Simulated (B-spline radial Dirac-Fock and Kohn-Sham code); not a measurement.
The O-like isoelectronic sequence (8 electrons), Z = 8 to 24

Level of theory: ΔSCF Dirac-Fock with Breit, self-energy and vacuum polarisation, finite nucleus, configuration average; a B-spline atomic structure program. Binding energies in eV, tabulated ground configurations ([He] 2s2 2p4 throughout). No correlation.

```csv
ion,1s,2s,outermost level,NIST ionisation energy
O,545.6,31.79,14.57 (2p),13.61806
F⁺,722.5,57.95,36.55 (2p),34.97081
Ne²⁺,927.1,91.17,65.57 (2p),63.4233
Mg⁴⁺,1419.0,178.5,144.4 (2p),141.33 ± 0.03
Al⁵⁺,1706.2,232.5,194.2 (2p),190.49 ± 0.05
Si⁶⁺,2020.9,293.5,250.8 (2p),246.57 ± 0.05
P⁷⁺,?,?,?,?
S⁸⁺,2733.1,436.2,384.7 (2p),379.84 ± 0.21
Cl⁹⁺,3130.7,517.9,461.9 (2p),456.7 ± 0.4
Ar¹⁰⁺,3555.9,606.6,545.9 (2p),540.4 ± 0.6
K¹¹⁺,4009.0,702.2,636.9 (2p),631.1 ± 0.9
Ca¹²⁺,4489.9,804.9,734.7 (2p),728.6 ± 1.1
Sc¹³⁺,4998.7,914.5,839.3 (2p),833.2 ± 1.4
Ti¹⁴⁺,5535.5,1031.2,950.9 (2p),944.5 ± 1.6
V¹⁵⁺,6100.4,1155.0,1069.4 (2p),1062.9 ± 2
Cr¹⁶⁺,6693.5,1285.8,1194.8 (2p),1188 ± 2.1
```

Problem. Fill in the row of P⁷⁺.

Solution. 1s 2363.2, 2s 361.4, outermost 314.3 (2p), NIST 309.6 ± 0.1 eV.

NIST's values are for the lowest levels; a dash marks a value that is missing or belongs to another shell. Their kind here: measured, semi-empirical. Where a p, d or f shell is open in either ion the computed value averages over both j values and all terms, while the table refers to the lowest levels; that difference holds spin-orbit splitting (largest in heavy or highly charged ions), term energies where several electrons share open shells, and correlation, and it can reach 10 % or more.
